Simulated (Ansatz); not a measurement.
Two members of one family (InSb nanocrystals, H-capped) that differ in charge, which shifts all levels, computed with Ansatz in the gas phase; def2 core potentials for In, Sb, no spin–orbit coupling. Sets without diffuse functions give affinities that are too small. A dash marks a value that wasn't run or was left out as unsound. The structures are stationary points that may keep the symmetry of their start. Remarks come from the PBE and PBE0 runs and from stability tests at other levels; not every state was tested. A HOMO above zero means that the electron is unbound at that level and held by the basis, or that self-interaction error raises the level; the energy of removing that electron tells which. HOMO above LUMO (over both spins in singlets and doublets, within one spin in higher multiplets; at PBE or PBE0), or a gap under 0.15 eV within one spin, warns that the state may not be the lowest or that an electron is smeared out.

First: In7Sb7H20, cut from zinc blende (singlet, charge 0, PBE-D4/def2-SVP geometry).

```xyz
34

In   -3.465   -1.178    2.745
In    3.269   -1.872   -2.826
In    1.243   -1.525    1.947
In   -1.772   -1.239   -1.737
In   -3.561    2.873   -0.043
In    1.149    2.400   -0.758
In   -0.442    2.577    3.755
Sb    0.478   -2.280   -3.328
Sb   -1.331   -2.106    0.921
Sb   -2.794    1.600    2.419
Sb    3.168   -2.534   -0.039
Sb    3.084    0.963   -2.452
Sb    1.408    1.298    1.836
Sb   -1.419    1.567   -1.608
H    -2.939   -1.760    4.299
H    -4.924   -1.562    1.879
H     4.477   -2.559   -3.863
H     1.745   -2.326    3.412
H    -3.160   -1.858   -2.589
H    -5.013    2.154   -0.680
H    -3.088    4.548   -0.045
H     1.597    4.068   -0.995
H    -0.159    1.696    5.229
H    -0.221    4.276    3.446
H     0.309   -3.978   -3.564
H     0.264   -1.889   -4.991
H    -1.318   -3.824    0.779
H    -3.992    2.283    3.456
H     3.243   -4.254    0.018
H     4.779   -2.310    0.529
H     4.689    1.469   -2.080
H     3.098    1.627   -4.041
H     3.055    1.611    2.232
H    -1.458    2.045   -3.264
```

```
             level  HOMO (eV)  LUMO (eV)  gap (eV)  vertical EA (eV)
   PBE-D4/def2-SVP      -5.63      -2.75      2.88              1.40
  PBE-D4/def2-TZVP      -5.71      -2.85      2.86                 –
r2SCAN-D4/def2-SVP      -5.84      -2.60      3.24                 –
  PBE0-D4/def2-SVP      -6.50      -2.06      4.44              1.14
 PBE0-D4/def2-TZVP      -6.55      -2.14      4.41                 –
```

Remarks: HOMO above zero (-1 doublet), gap within one spin near zero at PBE or PBE0 (-1 doublet).

Second: In7Sb8H24⁺, cut from zinc blende, disc (singlet, charge 1, PBE-D4/def2-SVP geometry).

```xyz
39

In   -3.894   -1.148   -3.269
In    1.387   -1.626   -3.685
In   -1.359   -4.016    0.422
In   -0.604    0.706    0.007
In    1.425   -1.660    3.656
In    4.172    0.737   -0.458
In    1.761    3.638    3.295
Sb   -3.625   -3.219   -1.316
Sb   -1.394   -1.277   -4.652
Sb   -3.059    0.977   -1.475
Sb    1.578    0.549   -1.762
Sb   -0.768   -1.497    1.751
Sb   -0.481    3.156    1.514
Sb    1.519    1.132    4.651
Sb    3.749    3.073    1.316
H    -5.385   -0.880   -4.108
H     2.314   -1.158   -5.067
H     1.243   -3.063   -2.734
H    -0.093   -4.227   -0.737
H    -2.134   -5.030    1.589
H     2.859   -1.724    2.691
H     0.840   -2.524    5.036
H     5.285    1.357   -1.626
H     4.196   -0.560    0.689
H     1.731    5.142    4.150
H    -4.150   -4.593   -2.204
H    -5.076   -3.058   -0.411
H    -1.723   -2.481   -5.835
H    -1.511    0.042   -5.746
H    -3.013    2.504   -2.261
H    -4.290    1.390   -0.351
H     1.362    2.010   -2.641
H    -2.169   -1.067    2.649
H    -1.989    3.335    2.318
H    -0.711    4.447    0.406
H     0.240    1.438    5.756
H     2.767    1.258    5.826
H     3.804    4.543    0.427
H     5.196    3.372    2.193
```

What does the change do? Estimate second minus first.


```tsv
level	Δ HOMO (eV)	Δ LUMO (eV)	Δ gap (eV)	Δ vertical EA (eV)
PBE-D4/def2-SVP	-2.76	-2.67	0.09	2.72
PBE-D4/def2-TZVP	-2.72	-2.64	0.08	–
r2SCAN-D4/def2-SVP	-2.78	-2.69	0.09	–
PBE0-D4/def2-SVP	-2.76	-2.72	0.04	2.77
PBE0-D4/def2-TZVP	-2.72	-2.69	0.03	–
```
